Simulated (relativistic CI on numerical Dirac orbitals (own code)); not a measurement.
Method of calculation: Dirac-Coulomb-Breit CI, separate exchange-only KLI orbitals for each configuration, model QED, unscaled Slater integrals (own radial code, finite nucleus).

Configuration list: 1s², 1s2s, 1s2p, 1s3s, 1s3p, 1s3d, 1s4s, 1s4p, 1s4d, 1s4f, 1s5s, 1s5p, 1s5d, 1s5f, 1s5g, 1s6s, 1s6p, 1s6d, 2s². Levels of other configurations are missing.

At this charge energies of transitions that change n are usually good to better than 1 %, and those within a shell (Δn = 0) to a few per cent.

Outline of the computed level scheme of Pt LXXVII. Lowest level of each configuration: 1s² ¹S0 at 0.0 eV; 1s2s ³S1 at 66205.1 eV; 1s2p ³P°1 at 66328.7 eV; 1s3s ³S1 at 79100.2 eV; 1s3p ³P°1 at 79132.9 eV; 1s3d ³D2 at 79739.4 eV; 1s4s ³S1 at 83511.6 eV; 1s4p ³P°1 at 83524.7 eV; 1s4d ³D2 at 83778.6 eV.

Some strong electric-dipole decays among the lowest 27 levels: 1s2p ¹P°1 → 1s² ¹S0 (2.7e+16 s⁻¹); 1s2p ³P°1 → 1s² ¹S0 (1.5e+16 s⁻¹); 1s3p ¹P°1 → 1s² ¹S0 (7.8e+15 s⁻¹); 1s3p ³P°1 → 1s² ¹S0 (3.6e+15 s⁻¹); 1s4p ¹P°1 → 1s² ¹S0 (3.2e+15 s⁻¹); 1s3d ³D3 → 1s2p ³P°2 (2.2e+15 s⁻¹); 1s3d ³D2 → 1s2p ³P°1 (2.2e+15 s⁻¹); 1s3d ¹D2 → 1s2p ¹P°1 (2.0e+15 s⁻¹).

LS names give the leading component of a level, which can be under half, so a name can repeat, a term be missing and a line seem to break the LS rules.
